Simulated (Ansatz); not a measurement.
One change: `[CH3][GeH]([F])[InH2]` becomes `B[NH][GeH]([CH3])[F]`.

Ansatz, PBE0-D4/def2-TZVP geometries, multiplicity 1. Each molecule was computed in one conformer, which needn't be the lowest.

Elements past krypton have def2 core potentials. Scalar relativity is left out up to krypton.

```
                                          property  `[CH3][GeH]([F])[InH2]`
                LUMO energy (PBE0/def2-TZVPP) / eV                    -2.33
                 LUMO energy (PBE/def2-TZVPP) / eV                    -3.05
size of the dipole moment (ωB97M-V/def2-TZVPP) / D                     2.41
             LUMO energy (ωB97M-V/def2-TZVPP) / eV                    -0.79
  size of the dipole moment (B3LYP/def2-TZVPP) / D                     2.41
           HOMO–LUMO gap (ωB97M-V/def2-TZVPP) / eV                     8.46
```

**Question.** What does the change do to each property? (Estimate.)

**Answer.** Ansatz gave: 
```
                                          property  `B[NH][GeH]([CH3])[F]`  shift
                LUMO energy (PBE0/def2-TZVPP) / eV                   -0.16   2.17
                 LUMO energy (PBE/def2-TZVPP) / eV                   -1.14   1.91
size of the dipole moment (ωB97M-V/def2-TZVPP) / D                    2.79   0.38
             LUMO energy (ωB97M-V/def2-TZVPP) / eV                    1.69   2.48
  size of the dipole moment (B3LYP/def2-TZVPP) / D                    2.79   0.38
           HOMO–LUMO gap (ωB97M-V/def2-TZVPP) / eV                   12.70   4.24
```

With PBE0 the HOMO falls by 1.48 eV and the LUMO rises by 2.17 eV, so the gap widens by about 3.65 eV. PBE moves the HOMO by -1.18 eV and ωB97M-V by -1.75 eV. Dipoles are sizes alone; their direction can turn.

Positive LUMOs are unbound, so they and the gaps depend on the basis.

B3LYP here is the variant with VWN-RPA as its local correlation; programs differ in this.
